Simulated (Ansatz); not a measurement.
Ansatz (an electronic-structure program) job for C₂H₇S, SMILES C[SH+]C, charge +1, PBE-D3(BJ)/def2-SVP. 

Ansatz 0.2 input:
```yaml
crystal:
  periodic: [false, false, false]
  atoms:
    - {symbol: C, position_ang: [-0.02764595, 0.52223207, -1.43633622]}
    - {symbol: S, position_ang: [0.10465004, -0.59265948, -0.00000000]}
    - {symbol: C, position_ang: [-0.02764595, 0.52223207, 1.43633622]}
    - {symbol: H, position_ang: [-0.89454034, 1.18709532, -1.33221121]}
    - {symbol: H, position_ang: [-0.11140912, -0.11702002, -2.32624317]}
    - {symbol: H, position_ang: [0.91297870, 1.08893534, -1.47358600]}
    - {symbol: H, position_ang: [-1.15670766, -1.10225445, -0.00000000]}
    - {symbol: H, position_ang: [-0.89454034, 1.18709531, 1.33221121]}
    - {symbol: H, position_ang: [-0.11140912, -0.11702003, 2.32624317]}
    - {symbol: H, position_ang: [0.91297870, 1.08893533, 1.47358599]}
basis:
  gaussian:
    orbitals: def2-SVP
hamiltonian:
  xc: pbe
  dispersion: d3bj
total_charge: 1
relax: {f_tol: 0.002, max_steps: 200}
```

It prints:

```
WARN ansatz: RAYON_NUM_THREADS=1 ignored (pool sized by the plan → 1); use --threads N
Functional definition: PBE
integrals: 0.03 GiB planned
927 factors; their error is unknown
mean field: 0.18 GiB planned
mean field evaluation 1: about -12988.0238 eV, gradient 7.9e1 eV
mean field evaluation 2: about -12970.5976 eV, gradient 1.0e2 eV
mean field evaluation 4: about -13003.1308 eV, gradient 3.9e0 eV
mean field evaluation 8: about -13003.1759 eV, gradient 5.2e-2 eV
mean field evaluation 16: about -13003.1362 eV, gradient 5.0e-5 eV
mean field -13003.13615759 eV, -477.8564399493 hartree, gradient 3.5e-5 eV, S^2 0.000000; 0 other end points of the search recorded, 0 dependent functions left out
the calculation of the forces begins
reference -13003.13618708 eV, -477.8564410329 hartree; 17, 17 occupied and 64, 64 virtual orbitals, 927 factors
relax step   1: F+E_penalty+E_count = -13003.31754770 eV  Δ(F+E_penalty+E_count) = +0.000e0 eV  max|allowed force component| = 3.018e-1 eV/Å  Δτ_max = 0.0000 Å  (26 SCF iters, accepted)
these checks for a lower state are left out or cut short: starts, cluster_reference, orbital_swaps, neighbouring_geometries, increment
integrals: 0.03 GiB planned
927 factors; their error is unknown
mean field: 0.18 GiB planned
mean field -13003.14391723 eV, -477.8567251107 hartree, gradient 1.3e-5 eV, S^2 0.000000; 0 other end points of the search recorded, 0 dependent functions left out
the calculation of the forces begins
reference -13003.14394692 eV, -477.8567262016 hartree; 17, 17 occupied and 64, 64 virtual orbitals, 927 factors
relax step   2: F+E_penalty+E_count = -13003.32512548 eV  Δ(F+E_penalty+E_count) = -7.578e-3 eV  max|allowed force component| = 9.757e-2 eV/Å  Δτ_max = 0.0085 Å  (28 SCF iters, accepted)
these checks for a lower state are left out or cut short: starts, cluster_reference, orbital_swaps, neighbouring_geometries, increment
integrals: 0.03 GiB planned
927 factors; their error is unknown
mean field: 0.18 GiB planned
mean field evaluation 32: about -13003.1449 eV, gradient 1.4e-5 eV
mean field -13003.14493145 eV, -477.8567623826 hartree, gradient 1.4e-5 eV, S^2 0.000000; 0 other end points of the search recorded, 0 dependent functions left out
the calculation of the forces begins
reference -13003.14496124 eV, -477.8567634773 hartree; 17, 17 occupied and 64, 64 virtual orbitals, 927 factors
relax step   3: F+E_penalty+E_count = -13003.32597080 eV  Δ(F+E_penalty+E_count) = -8.453e-4 eV  max|allowed force component| = 3.084e-2 eV/Å  Δτ_max = 0.0064 Å  (29 SCF iters, accepted)
these checks for a lower state are left out or cut short: starts, cluster_reference, orbital_swaps, neighbouring_geometries, increment
integrals: 0.03 GiB planned
927 factors; their error is unknown
mean field: 0.18 GiB planned
mean field -13003.14494669 eV, -477.8567629427 hartree, gradient 1.3e-5 eV, S^2 0.000000; 0 other end points of the search recorded, 0 dependent functions left out
the calculation of the forces begins
reference -13003.14497649 eV, -477.8567640376 hartree; 17, 17 occupied and 64, 64 virtual orbitals, 927 factors
relax step   4: F+E_penalty+E_count = -13003.32601414 eV  Δ(F+E_penalty+E_count) = -4.334e-5 eV  max|allowed force component| = 1.019e-2 eV/Å  Δτ_max = 0.0019 Å  (21 SCF iters, accepted)
these checks for a lower state are left out or cut short: starts, cluster_reference, orbital_swaps, neighbouring_geometries, increment
integrals: 0.03 GiB planned
927 factors; their error is unknown
mean field: 0.18 GiB planned
mean field -13003.14493934 eV, -477.8567626726 hartree, gradient 6.6e-5 eV, S^2 0.000000; 0 other end points of the search recorded, 0 dependent functions left out
the calculation of the forces begins
reference -13003.14496913 eV, -477.8567637674 hartree; 17, 17 occupied and 64, 64 virtual orbitals, 927 factors
relax step   5: F+E_penalty+E_count = -13003.32602335 eV  Δ(F+E_penalty+E_count) = -9.213e-6 eV  max|allowed force component| = 3.106e-3 eV/Å  Δτ_max = 0.0006 Å  (18 SCF iters, accepted)
these checks for a lower state are left out or cut short: starts, cluster_reference, orbital_swaps, neighbouring_geometries, increment
integrals: 0.03 GiB planned
927 factors; their error is unknown
mean field: 0.18 GiB planned
mean field -13003.14494735 eV, -477.8567629670 hartree, gradient 4.9e-5 eV, S^2 0.000000; 0 other end points of the search recorded, 0 dependent functions left out
the calculation of the forces begins
reference -13003.14497714 eV, -477.8567640618 hartree; 17, 17 occupied and 64, 64 virtual orbitals, 927 factors
relax step   6: F+E_penalty+E_count = -13003.32602438 eV  Δ(F+E_penalty+E_count) = -1.030e-6 eV  max|allowed force component| = 6.738e-4 eV/Å  Δτ_max = 0.0004 Å  (18 SCF iters, accepted)
integrals: 0.03 GiB planned
927 factors; their error is unknown
mean field: 0.18 GiB planned
mean field evaluation 64: about -13003.1449 eV, gradient 1.8e-3 eV
mean field -13003.14494735 eV, -477.8567629670 hartree, gradient 4.9e-5 eV, S^2 0.000000; 1 other end points of the search recorded, 0 dependent functions left out
the calculation of the forces begins
reference -13003.14497714 eV, -477.8567640618 hartree; 17, 17 occupied and 64, 64 virtual orbitals, 927 factors
Total energy: -13003.32605417 eV, -477.8634185198 hartree
Atom 0 at    -0.028312     0.521288    -1.436988 Å, force    -0.000092     0.000340     0.000293 eV/Å
Atom 1 at     0.108981    -0.586448    -0.000000 Å, force     0.000148    -0.000674     0.000000 eV/Å
Atom 2 at    -0.028312     0.521288     1.436988 Å, force    -0.000092     0.000340    -0.000293 eV/Å
Atom 3 at    -0.901680     1.191966    -1.339700 Å, force    -0.000104     0.000161    -0.000071 eV/Å
Atom 4 at    -0.109162    -0.127179    -2.330708 Å, force    -0.000062    -0.000254     0.000017 eV/Å
Atom 5 at     0.919233     1.091848    -1.480000 Å, force     0.000113     0.000050    -0.000044 eV/Å
Atom 6 at    -1.162431    -1.101829     0.000000 Å, force     0.000142     0.000082     0.000000 eV/Å
Atom 7 at    -0.901680     1.191966     1.339700 Å, force    -0.000104     0.000161     0.000071 eV/Å
Atom 8 at    -0.109162    -0.127179     2.330708 Å, force    -0.000062    -0.000254    -0.000017 eV/Å
Atom 9 at     0.919233     1.091848     1.480000 Å, force     0.000113     0.000050     0.000044 eV/Å
Dipole moment:    -0.220854     0.075059    -0.000000 e Å
```

Self-consistency was reached.
